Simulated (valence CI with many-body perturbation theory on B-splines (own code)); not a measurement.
**Au28+: magnetic and hyperfine properties of the levels**

Computed by relativistic CI+MBPT: five valence electrons over a frozen Dirac-Fock core [Kr] 4d10, a basis of 7 s, 7 p, 7 d, 7 f, 4 g, 2 h functions for each j, with the one-electron correlation potential Σ1, the two-electron term Σ2, the three-electron term Σ3, Breit, model QED; selected CI, second order for the rest, scaled by the run's own slope (own B-spline code, finite nucleus).

No measured spectrum was set against this ion. As an estimate, large intervals hold to a few tenths of a per cent, small ones and those within an open d or f shell to about a per cent. Among the levels kept, up to 980 cm⁻¹ of a level comes from second order outside the variational space, and about a tenth of that is noise between levels of different J, which matters for small intervals. Only levels of the ground parity were solved; by the run's estimate the other parity begins above the list, which can be wrong where configurations are misplaced.

A/g_I is the dipole constant over the nuclear g factor μ/I (μ in nuclear magnetons, uniformly magnetised nucleus), B/Q the quadrupole constant per barn. Both hold the static response of the core; the bare values leave it out. Large factors of s and p1/2 electrons are usually good to 5 to 10 %; those of open d and f shells near neutrality can be off by tens of per cent, and small factors of p3/2, d and f electrons come from cancelling terms and can be off by a factor of two or in sign, in half-filled shells by more. B is blank for J = 1/2, where it vanishes, and for nearly pure S terms. Energies count from the lowest level.

Levels are named by their leading jj configuration (3d3/2^4 stands for four electrons in 3d with j = 3/2), which in mixed levels can hold well under half, so a name can repeat and another be missing. Letters in brackets count levels of one name in rising energy.

| Level | E (cm⁻¹) | g | A/g_I (MHz) | A/g_I bare | B/Q (MHz/b) | B/Q bare |
| --- | --- | --- | --- | --- | --- | --- |
| (4f5/2^5) J=5/2 | 0.0 | 0.488 | 6820 | 5940 | -5050 | -4530 |
| (4f5/2^4 4f7/2) J=7/2 | 19877 | 0.879 | 4370 | 4220 | -4280 | -3850 |
| (4f5/2^4 4f7/2) J=5/2 | 32834 | 1.057 | 3980 | 4250 | -2370 | -2110 |
| (4f5/2^4 4f7/2) J=3/2 | 34952 | 0.933 | 5020 | 5100 | -1050 | -919 |
| (4f5/2^3 4f7/2^2) J=9/2 [a] | 35348 | 1.060 | 3410 | 3620 | -3960 | -3570 |
| (4f5/2^4 4f7/2) J=1/2 | 37867 | -0.470 | 14800 | 12400 |  |  |
| (4f5/2^3 4f7/2^2) J=11/2 [a] | 46640 | 1.146 | 3070 | 3470 | -3820 | -3470 |
| (4f5/2^3 4f7/2^2) J=7/2 [a] | 49565 | 1.285 | 2110 | 2760 | -131 | -149 |
| (4f5/2^4 4f7/2) J=13/2 | 54512 | 1.172 | 3060 | 3520 | -3700 | -3390 |
| (4f5/2^4 4f7/2) J=15/2 | 54747 | 1.087 | 3620 | 3940 | -1070 | -1070 |
| (4f5/2^3 4f7/2^2) J=9/2 [b] | 63073 | 1.336 | 1850 | 2600 | 1880 | 1630 |
| (4f5/2^3 4f7/2^2) J=5/2 [a] | 68029 | 1.000 | 4060 | 4190 | -2790 | -2510 |
| (4f5/2^3 4f7/2^2) J=15/2 [a] | 73623 | 1.067 | 3480 | 3720 | -1030 | -1000 |
| (4f5/2^3 4f7/2^2) J=11/2 [b] | 74650 | 1.309 | 2100 | 2810 | 3470 | 3030 |
| (4f5/2^3 4f7/2^2) J=3/2 [a] | 77159 | 0.608 | 6340 | 5710 | -112 | -118 |
| (4f5/2^3 4f7/2^2) J=9/2 [c] | 78946 | 0.863 | 4420 | 4240 | -2330 | -2080 |
| (4f5/2^3 4f7/2^2) J=13/2 [a] | 79980 | 0.964 | 4020 | 4060 | -961 | -893 |
| (4f5/2^3 4f7/2^2) J=11/2 [c] | 80778 | 0.973 | 3900 | 3940 | -1150 | -1050 |
| (4f5/2^3 4f7/2^2) J=5/2 [b] | 82685 | 1.335 | 2050 | 2830 | -3080 | -2760 |
| (4f5/2^3 4f7/2^2) J=7/2 [b] | 88153 | 1.038 | 3790 | 3990 | -2740 | -2480 |
| (4f5/2^3 4f7/2^2) J=17/2 [a] | 90183 | 1.009 | 3810 | 3940 | 3980 | 3500 |
| (4f5/2^3 4f7/2^2) J=1/2 [a] | 91828 | 0.409 | 11000 | 10500 |  |  |
| (4f5/2^3 4f7/2^2) J=3/2 [b] | 95837 | 1.938 | -2970 | -1230 | 1120 | 976 |
| (4f5/2^3 4f7/2^2) J=9/2 [d] | 101320 | 1.065 | 3600 | 3850 | -1180 | -1090 |
| (4f5/2^3 4f7/2^2) J=15/2 [b] | 101590 | 1.001 | 3890 | 4000 | -69.3 | -71.8 |
| (4f5/2^3 4f7/2^2) J=7/2 [c] | 103080 | 0.864 | 4380 | 4200 | 993 | 916 |
| (4f5/2^3 4f7/2^2) J=19/2 | 103270 | 1.056 | 3590 | 3820 | 5000 | 4400 |
| (4f5/2^4 4f7/2) J=9/2 | 105970 | 1.035 | 3540 | 3700 | 2750 | 2440 |
| (4f5/2^3 4f7/2^2) J=11/2 [d] | 106730 | 1.100 | 3360 | 3680 | 868 | 756 |
| (4f5/2^3 4f7/2^2) J=5/2 [c] | 106980 | 0.874 | 5110 | 5040 | 865 | 747 |
| (4f5/2^3 4f7/2^2) J=21/2 | 108510 | 1.078 | 3560 | 3830 | 6200 | 5450 |
| (4f5/2^3 4f7/2^2) J=13/2 [b] | 108700 | 0.951 | 4170 | 4190 | -2290 | -2010 |
| (4f5/2^2 4f7/2^3) J=15/2 [a] | 111080 | 1.083 | 3250 | 3500 | -230 | -249 |
| (4f5/2^3 4f7/2^2) J=17/2 [b] | 111580 | 1.021 | 3910 | 4080 | -237 | -214 |
| (4f5/2^3 4f7/2^2) J=7/2 [d] | 114290 | 1.434 | 921 | 1810 | 1710 | 1490 |
| (4f5/2^3 4f7/2^2) J=13/2 [c] | 115090 | 1.083 | 3490 | 3770 | 678 | 575 |
| (4f5/2^3 4f7/2^2) J=5/2 [d] | 116140 | 1.371 | 1730 | 2560 | -1600 | -1420 |
| (4f5/2^2 4f7/2^3) J=11/2 [a] | 116920 | 0.956 | 3770 | 3740 | -1600 | -1390 |
| (4f5/2^3 4f7/2^2) J=13/2 [d] | 118980 | 1.058 | 3440 | 3650 | -1600 | -1430 |
| (4f5/2^2 4f7/2^3) J=3/2 [a] | 120670 | 1.288 | 1200 | 1740 | 1270 | 1140 |

Problem. Take the isotope of mass number 197, with I = 3/2, μ = 0.1452 μN and Q = 0.547 b. What is the hyperfine structure of (4f5/2^4 4f7/2) J=1/2?

Solution. From the table A = 1430 MHz. Shifts from the centre of gravity in MHz: F = 1: -1790, F = 2: 1070.
